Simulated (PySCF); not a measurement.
C2HF3O2, charge -1, doublet, at the geometry of the source list (a state made from the parent by changing its charge; the spin is typed, not shown lowest) (in this run its highest filled SCF level lies above zero, so its values depend strongly on the basis, on diffuse functions most of all); MN15/3-21G run with PySCF.

The PySCF input:
```python
from pyscf import gto, scf, dft

mol = gto.Mole()
mol.atom = '''
    O     1.241000   -0.787300    0.342000
    C     0.605400    0.297000   -0.049000
    O     1.087200    1.344500   -0.345400
    C    -0.930400    0.018900   -0.075100
    F    -1.374400   -0.334200    1.135200
    F    -1.611400    1.092800   -0.461800
    F    -1.222700   -0.977000   -0.917300
    H     2.205300   -0.654600    0.371500
'''
mol.basis = '3-21g'
mol.charge = -1
mol.spin = 1
mol.verbose = 4
mol.build()

mf = dft.UKS(mol)
mf.xc = 'mn15'
mf.grids.level = 0
mf.kernel()
```

The log (banner, timings and long lists left out):

```
PySCF version 2.14.0

[INPUT] verbose = 4
[INPUT] num. atoms = 8
[INPUT] num. electrons = 57
[INPUT] charge = -1
[INPUT] spin (= nelec alpha-beta = 2S) = 1
[INPUT] symmetry False subgroup None
[INPUT] Mole.unit = angstrom
[INPUT] Symbol           X                Y                Z      unit          X                Y                Z       unit  Magmom
[INPUT]  1 O      1.241000000000  -0.787300000000   0.342000000000 AA    2.345150120585  -1.487781377870   0.646286334601 Bohr   0.0
[INPUT]  2 C      0.605400000000   0.297000000000  -0.049000000000 AA    1.144040195812   0.561248658996  -0.092596580104 Bohr   0.0
[INPUT]  3 O      1.087200000000   1.344500000000  -0.345400000000 AA    2.054510242627   2.540736774478  -0.652711403425 Bohr   0.0
[INPUT]  4 C     -0.930400000000   0.018900000000  -0.075100000000 AA   -1.758201186295   0.035715823754  -0.141918431955 Bohr   0.0
[INPUT]  5 F     -1.374400000000  -0.334200000000   1.135200000000 AA   -2.597239585602  -0.631546470830   2.145217096606 Bohr   0.0
[INPUT]  6 F     -1.611400000000   1.092800000000  -0.461800000000 AA   -3.045104677124   2.065092708925  -0.872675524324 Bohr   0.0
[INPUT]  7 F     -1.222700000000  -0.977000000000  -0.917300000000 AA   -2.310568132506  -1.846262423700  -1.733445774064 Bohr   0.0
[INPUT]  8 H      2.205300000000  -0.654600000000   0.371500000000 AA    4.167413022503  -1.237014721140   0.702033255276 Bohr   0.0

nuclear repulsion = 336.704936958214
number of shells = 37
number of NR pGTOs = 108
number of NR cGTOs = 65
basis = 3-21g
ecp = {}

******** <class 'pyscf.dft.uks.UKS'> ********
method = UKS
initial guess = minao
damping factor = 0
level_shift factor = 0
DIIS = <class 'pyscf.scf.diis.CDIIS'>
diis_start_cycle = 1
diis_space = 8
diis_damp = 0
SCF conv_tol = 1e-09
SCF conv_tol_grad = None
SCF max_cycles = 50
direct_scf = True
direct_scf_tol = 1e-13
number electrons alpha = 29  beta = 28
XC library pyscf.dft.libxc version 7.1.2
    S. Lehtola, C. Steigemann, M. J. T. Oliveira, and M. A. L. Marques,  SoftwareX 7, 1–5 (2018)
XC functionals = mn15
    H. S. Yu, X. He, S. L. Li, and D. G. Truhlar,  Chem. Sci. 7, 5032–5051 (2016)
    H. S. Yu, X. He, S. L. Li, and D. G. Truhlar,  Chem. Sci. 7, 5032–5051 (2016)
radial grids:
    Treutler-Ahlrichs [JCP 102, 346 (1995); DOI:10.1063/1.469408] (M4) radial grids

becke partition: Becke, JCP 88, 2547 (1988); DOI:10.1063/1.454033
pruning grids: <function nwchem_prune>
grids dens level: 0
symmetrized grids: False
atomic radii adjust function: <function treutler_atomic_radii_adjust>
small_rho_cutoff = 0
Set gradient conv threshold to 3.16228e-05
tot grids = 8224
init E= -523.45667177779

cycle= 1 E= -521.993349993013  delta_E= 1.46  |g|= 0.997  |ddm|= 2.35
cycle= 2 E= -521.641339185356  delta_E= 0.352  |g|= 1.42  |ddm|= 2.19
cycle= 3 E= -522.337232901634  delta_E= -0.696  |g|= 0.165  |ddm|=  1.5
cycle= 4 E= -522.345329014256  delta_E= -0.0081  |g|= 0.0764  |ddm|= 0.206
cycle= 5 E= -522.347208851496  delta_E= -0.00188  |g|= 0.0132  |ddm|= 0.065
cycle= 6 E= -522.347314595433  delta_E= -0.000106  |g|= 0.00454  |ddm|= 0.0192
cycle= 7 E= -522.347330520961  delta_E= -1.59e-05  |g|= 0.00138  |ddm|= 0.00948
cycle= 8 E= -522.347332454757  delta_E= -1.93e-06  |g|= 0.000579  |ddm|= 0.00328
cycle= 9 E= -522.347332731541  delta_E= -2.77e-07  |g|= 0.000129  |ddm|= 0.00125
cycle= 10 E= -522.347332738391  delta_E= -6.85e-09  |g|= 6.82e-05  |ddm|= 0.000173
cycle= 11 E= -522.347332740235  delta_E= -1.84e-09  |g|= 1.53e-05  |ddm|= 0.000101
cycle= 12 E= -522.347332740403  delta_E= -1.68e-10  |g|= 7.17e-06  |ddm|= 3.88e-05
Extra cycle  E= -522.347332740404  delta_E= -1.48e-12  |g|= 8.03e-06  |ddm|= 1.21e-05
converged SCF energy = -522.347332740404  <S^2> = 0.75138455  2S+1 = 2.0013841
```
